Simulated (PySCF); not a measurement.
## Cl⁸⁺: ionisation energy

Cl⁸⁺ [He] 2s2 2p5 (2P) → Cl⁹⁺ [He] 2s2 2p4 (3P), as a difference of total energies. Calculation: PySCF 2.14, in an even-tempered Gaussian basis (21 s from 0.72 bohr⁻², ratio 2.2; 12 p from 0.94 bohr⁻², ratio 2.2; 6 d from 7.4 bohr⁻², ratio 2.4; 5 f from 11 bohr⁻², ratio 2.4; 5 g from 17 bohr⁻², ratio 2.4); scalar relativity by spin-free X2C-1e. Correlated levels: nothing frozen; virtual orbitals above 40 to 60 times the deepest correlated orbital energy dropped. The calculations carry no spin-orbit coupling.

```tsv
method	ionisation energy (eV)
UHF	399.37
LDA	400.96
PBE	400.88
PBE0	400.93
r2SCAN	401.49
PW91	401.24
M06-2X	400.99
MP2 (all electrons)	400.95
SCS-MP2 (all electrons)	400.94
```

Question: How much does correlation contribute at MP2 (all electrons)?

Answer: 400.95 − (399.37) = 1.58 eV, measured against UHF.

A first-order spin-orbit estimate (lowest level to lowest level, LS coupling) adds -0.039 eV.

For comparison: 400.85 eV (measured; NIST Atomic Spectra Database, ionization energies).
